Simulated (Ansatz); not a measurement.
`C[CH2][AlH][SeH]` + HBr → `C[CH2][AlH][Br]` + H₂Se at 500 K and 1 bar (ligand exchange at the Al–Se bond).

Gas-phase electronic energies from Ansatz, PBE0-D4/def2-TZVP geometries. CCSD(T)/CBS adds triple-zeta CCSD(T) − MP2 to the extrapolated MP2 energy (def2 sets, frozen cores). For Br, Se outer-core shells are correlated without core-valence functions, which leaves a few kJ/mol of doubt a bond. Scalar relativity is left out up to krypton. One conformer a species, not always the lowest.

| species | CCSD(T)/CBS energy (Eh) | H − E (kJ/mol) | S (J/(mol·K)) |
| --- | --- | --- | --- |
| `C[CH2][AlH][SeH]` | -2723.08028 | 257.1 | 423.6 |
| HBr | -2573.91920 | 30.5 | 213.7 |
| `C[CH2][AlH][Br]` | -2895.11728 | 233.3 | 412.0 |
| H₂Se | -2401.89790 | 53.1 | 237.8 |

H − E and S are ideal-gas, rigid-rotor, harmonic terms from PBE0-D4/def2-TZVP, for one conformer and one mirror image of each species. 1 Eh = 2625.50 kJ/mol, R = 8.31446 J/(mol·K).

By hand: ΔE, ΔH, ΔS and ΔG.

ΔE = (-2895.11728) + (-2401.89790) − (-2723.08028) − (-2573.91920) = -0.01570 Eh = -41.2 kJ/mol. Δ(H − E) = 233.3 + 53.1 − 257.1 − 30.5 = -1.2, so ΔH = -42.4 kJ/mol. ΔS = 412.0 + 237.8 − 423.6 − 213.7 = 12.5 J/(mol·K). ΔG = -42.4 − 500 × (12.5)/1000 = -48.6 kJ/mol.

By hand: the equilibrium constant, and the temperature at which ΔG would vanish if ΔH and ΔS stayed fixed.

log₁₀ K = −ΔG/(RT ln 10) = 5.1. ΔH and −TΔS have one sign here, so there is no such temperature.

The number of gas molecules stays the same, so ΔS is small and ΔH decides. A doubt of 5 kJ/mol in ΔE shifts log₁₀ K by 0.5 here. Other conformers and mirror images would add mixing entropy, several J/(mol·K) or more a flexible species. Modes under 60 cm⁻¹, often nearly free rotors, make the harmonic entropy too high. These are equilibria of isolated gas molecules and say nothing of rates. Largest T1 diagnostic: 0.009 (customary marks: 0.02 for closed shells, 0.045 for open ones).

ΔS is within the doubt of such terms, so its sign, and with it that verdict, could turn.
